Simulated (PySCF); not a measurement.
**Cost of excited-state runs on `CC(C)=C(Cl)C(=O)Cl`, C$_{5}$H$_{6}$Cl$_{2}$O**

Geometry:
```json
{"atom": "C1", "x (Å)": "-1.268", "y (Å)": "1.291", "z (Å)": "-0.206"}
{"atom": "C2", "x (Å)": "-0.306", "y (Å)": "0.167", "z (Å)": "-0.033"}
{"atom": "C3", "x (Å)": "-0.896", "y (Å)": "-1.166", "z (Å)": "0.275"}
{"atom": "C4", "x (Å)": "1.031", "y (Å)": "0.360", "z (Å)": "-0.132"}
{"atom": "Cl5", "x (Å)": "1.663", "y (Å)": "1.943", "z (Å)": "-0.448"}
{"atom": "C6", "x (Å)": "1.997", "y (Å)": "-0.716", "z (Å)": "0.026"}
{"atom": "O7", "x (Å)": "1.756", "y (Å)": "-1.876", "z (Å)": "0.178"}
{"atom": "Cl8", "x (Å)": "3.684", "y (Å)": "-0.190", "z (Å)": "-0.011"}
{"atom": "H9", "x (Å)": "-1.485", "y (Å)": "1.730", "z (Å)": "0.768"}
{"atom": "H10", "x (Å)": "-2.203", "y (Å)": "0.929", "z (Å)": "-0.626"}
{"atom": "H11", "x (Å)": "-0.859", "y (Å)": "2.073", "z (Å)": "-0.840"}
{"atom": "H12", "x (Å)": "-0.800", "y (Å)": "-1.825", "z (Å)": "-0.588"}
{"atom": "H13", "x (Å)": "-0.367", "y (Å)": "-1.655", "z (Å)": "1.090"}
{"atom": "H14", "x (Å)": "-1.948", "y (Å)": "-1.066", "z (Å)": "0.526"}
```

PySCF with density fitting, on 1 thread of an Arm Neoverse V1, shared host. Command: `OMP_NUM_THREADS=1 python excited_run.py task.json out`

Question: How long does each of these runs take, and how much memory?
- magnetisability and related constants, B97-D/6-31++G**; IEF-PCM cyclohexane
- magnetisability and related constants, BHandHLYP/pcSseg-1; isotopologues

Answer: 
| run | level | basis functions | wall time | peak memory (GiB) |
| --- | --- | --- | --- | --- |
| magnetisability and related constants | B97-D/6-31++G** | 188 | 28 s | 0.74 |
| magnetisability and related constants | BHandHLYP/pcSseg-1 | 180 | 33 s | 0.88 |

Times from a shared host are rough.
